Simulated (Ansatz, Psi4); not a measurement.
Psi4 was given this input:
```
memory 2 GB

molecule {
0 1
C     2.56067389   -0.00775777   -0.23838779
C     1.10635410    0.24956373   -0.58126604
S     0.03804887   -0.22478062    0.82901552
C    -1.55389328    0.47558897    0.27674279
C    -2.19296169   -0.31591990   -0.84877641
H     2.85020935    0.56766127    0.63758031
H     3.19655208    0.27799774   -1.07400280
H     2.71677553   -1.06199573   -0.02277990
H     0.93035272    1.30838251   -0.77718921
H     0.80309992   -0.33853633   -1.44801159
H    -1.37511004    1.51243661   -0.01120054
H    -2.18265605    0.45799818    1.16637994
H    -2.31489538   -1.35557764   -0.55418283
H    -1.58215306   -0.27895306   -1.74808380
H    -3.17199533    0.09822634   -1.08263340
}

set {
  basis sto-3g
  scf_type pk
  puream true
  d_convergence 1e-8
  dft_radial_points 99
  dft_spherical_points 590
}

energy('blyp')
print_variables()
```

Question: Write the same job for Ansatz (a first-principles code).

Answer: This is not unique; one that fits is 
Ansatz 0.2 input:
```yaml
crystal:
  periodic: [false, false, false]
  atoms:
    - {symbol: C, position_ang: [2.56067389, -0.00775777, -0.23838779]}
    - {symbol: C, position_ang: [1.10635410, 0.24956373, -0.58126604]}
    - {symbol: S, position_ang: [0.03804887, -0.22478062, 0.82901552]}
    - {symbol: C, position_ang: [-1.55389328, 0.47558897, 0.27674279]}
    - {symbol: C, position_ang: [-2.19296169, -0.31591990, -0.84877641]}
    - {symbol: H, position_ang: [2.85020935, 0.56766127, 0.63758031]}
    - {symbol: H, position_ang: [3.19655208, 0.27799774, -1.07400280]}
    - {symbol: H, position_ang: [2.71677553, -1.06199573, -0.02277990]}
    - {symbol: H, position_ang: [0.93035272, 1.30838251, -0.77718921]}
    - {symbol: H, position_ang: [0.80309992, -0.33853633, -1.44801159]}
    - {symbol: H, position_ang: [-1.37511004, 1.51243661, -0.01120054]}
    - {symbol: H, position_ang: [-2.18265605, 0.45799818, 1.16637994]}
    - {symbol: H, position_ang: [-2.31489538, -1.35557764, -0.55418283]}
    - {symbol: H, position_ang: [-1.58215306, -0.27895306, -1.74808380]}
    - {symbol: H, position_ang: [-3.17199533, 0.09822634, -1.08263340]}
basis:
  gaussian:
    orbitals: STO-3G
hamiltonian:
  xc: blyp
accuracy: high
```

Both were run: Psi4 gave -550.174085 Eh and Ansatz -550.174085 Eh, 0.000 mEh apart.
